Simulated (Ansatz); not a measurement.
SnF, SMILES [F][Sn+] (connectivity only; charge and spin as stated), charge +1, multiplicity 1.

Geometry: PBE0-D3(BJ)/def2-TZVP. The spin state was assumed, not searched. The def2 effective core potentials stand for the cores of Sn; spin–orbit coupling is left out.

Two levels are set side by side: PBE/def2-TZVPD (Ansatz, an electronic-structure program) and PBE0/def2-TZVPD (Ansatz). Energy differences of separate SCF runs at the same geometry; the states with an electron removed or added have multiplicity 2 and 2. Differences are taken from unrounded values.

| quantity | PBE |
|---|---|
| vertical ionisation energy (eV) | 19.17 |
| vertical electron affinity (eV) | 6.93 |
| vertical singlet–triplet gap (eV) | 4.77 |

**Question.** These are the PBE values. What does PBE0 give? (The exact figures need the calculation; the answer reports its results.)

**Answer.** 
```csv
quantity,PBE0,PBE minus PBE0
vertical ionisation energy (eV),19.13,0.03
vertical electron affinity (eV),7.05,-0.13
vertical singlet–triplet gap (eV),4.62,0.15
```
